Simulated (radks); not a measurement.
Results of a calculation; reference values are marked as such.
Question: The sulfur anion S2-, [Ar], held by a Watson sphere: a shell of charge +1.95 at radius R that stands for the Madelung well of a crystal (potential energy -1.95/R inside, -1.95/r outside, in hartree with lengths in bohr). Code: a radial shooting solver on a logarithmic mesh with Libxc functionals. Model: scalar-relativistic Kohn-Sham, LDA (Slater exchange, Perdew-Wang correlation), spin-polarised, spherical densities, finite nucleus; Fermi nuclear charge, rms radius of each element as measured or else 0.836 A^(1/3) + 0.57 fm. Response by self-consistent Sternheimer equations with the Hartree and adiabatic LDA kernel, the relativistic mass of each level held fixed and spin-orbit coupling left out. The sphere does not respond.

| R (bohr) | e(2p) (eV) | e(3s) (eV) | e(3p) (eV) | <r> 3p (bohr) | sum of <r^2> (bohr^2) | X-ray form factor at sin(theta)/lambda = 0.3 1/angstrom | alpha (bohr^3) |
|---|---|---|---|---|---|---|---|
| 1.86 | -153.14 | -18.429 | -8.316 | 2.036 | 38.42 | 9.042 | 22.30 |
| 2.61 | -152.79 | -16.300 | -6.852 | 2.232 | 45.39 | 8.959 | 34.26 |
| 3.4 | -152.29 | -14.600 | -5.369 | 2.404 | 52.29 | 8.980 | 54.50 |
| 4.14 | -151.66 | -13.443 | -4.230 | 2.536 | 58.33 | 9.000 | 82.87 |
| 4.51 | -151.35 | -12.983 | -3.755 | 2.594 | 61.29 | 9.005 | 101.6 |

Estimate the row for R = 2.71 bohr.

Answer: e(2p) (eV) -152.75; e(3s) (eV) -16.054; e(3p) (eV) -6.653; <r> 3p (bohr) 2.256; sum of <r^2> (bohr^2) 46.30; X-ray form factor at sin(theta)/lambda = 0.3 1/angstrom 8.959; alpha (bohr^3) 36.35.
